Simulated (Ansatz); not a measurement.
Geometry optimisation, DFT PBE, scalar-relativistic, plane waves, PAW in Ansatz 0.2.0.

input.yaml

```yaml
crystal:
  lattice:
    - [10.04, 0.0, 0.0]
    - [0.0, 10.04, 0.0]
    - [0.0, 0.0, 10.04]
  atoms:
    - { symbol: Ba, position: [0.0, 0.0, 0.0] }
    - { symbol: Ba, position: [0.5, 0.0, 0.0] }
    - { symbol: Ba, position: [0.0, 0.5, 0.0] }
    - { symbol: Ba, position: [0.0, 0.0, 0.5] }
    - { symbol: Ba, position: [0.25, 0.25, 0.25] }
    - { symbol: Ba, position: [0.5, 0.5, 0.0] }
    - { symbol: Ba, position: [0.5, 0.0, 0.5] }
    - { symbol: Ba, position: [0.75, 0.25, 0.25] }
    - { symbol: Ba, position: [0.0, 0.5, 0.5] }
    - { symbol: Ba, position: [0.25, 0.75, 0.25] }
    - { symbol: Ba, position: [0.25, 0.25, 0.75] }
    - { symbol: Ba, position: [0.5, 0.5, 0.5] }
    - { symbol: Ba, position: [0.75, 0.75, 0.25] }
    - { symbol: Ba, position: [0.75, 0.25, 0.75] }
    - { symbol: Ba, position: [0.25, 0.75, 0.75] }
    - { symbol: Ba, position: [0.75, 0.75, 0.75] }
    - { symbol: C, position: [0.2480101, 0.4966211, 0.3730423] }
basis:
  ecutwfc: 420.0
kpoints:
  mp_grid: { grid: [2, 2, 2] }
hamiltonian:
  xc: pbe
scf:
  occupations: { method: gaussian, width: 0.05 }
  lower_state_search: "off"
relax:
  f_tol: 0.03
  max_steps: 60
  adjacent_minimum: "off"
```

Run as:

```bash
$ ansatz run input.yaml --threads 4 --pin off --max-ram 10240MiB --backend cpu --events-out ev --progress --plain --runs-dir out
```

Question: Where does it end, and by what steps?

Answer: The run converged. The force dipped under the threshold on the way, but the program's further checks kept it going. Limits of this set-up: coarse k mesh. After 4 steps the energy has fallen by 0.542 eV; Ba12 moved furthest, 0.25 Å.

```tsv
step	energy less start (eV)	largest force component (eV/Å)	accepted
0	0.0000	0.845	yes
1	-0.4827	0.175	yes
2	-0.5125	0.123	yes
3	-0.5420	0.017	yes
4	-0.5420	0.017	yes
```

```xyz
17
Lattice="10.0400 0.0000 0.0000 0.0000 10.0400 0.0000 0.0000 0.0000 10.0400" Properties=species:S:1:pos:R:3
Ba 0.070 -0.002 -0.053
Ba 4.948 -0.002 -0.053
Ba 0.092 5.017 0.120
Ba -0.108 -0.003 5.125
Ba 2.509 2.633 2.716
Ba 4.926 5.017 0.120
Ba 5.126 -0.003 5.125
Ba 7.529 2.399 2.404
Ba 0.127 5.019 4.807
Ba 2.509 7.403 2.714
Ba 2.509 2.598 7.415
Ba 4.890 5.019 4.808
Ba 7.529 7.636 2.404
Ba 7.529 2.582 7.580
Ba 2.509 7.439 7.416
Ba 7.529 7.454 7.582
C 2.509 5.018 3.756
```

Whether the end is a true minimum wasn't checked by a vibrational analysis.

The run took 36 s on 4 threads of AMD EPYC 7R43 64-Core Processor (Zen 3), with other jobs on the host, peak memory 2.8 GiB.
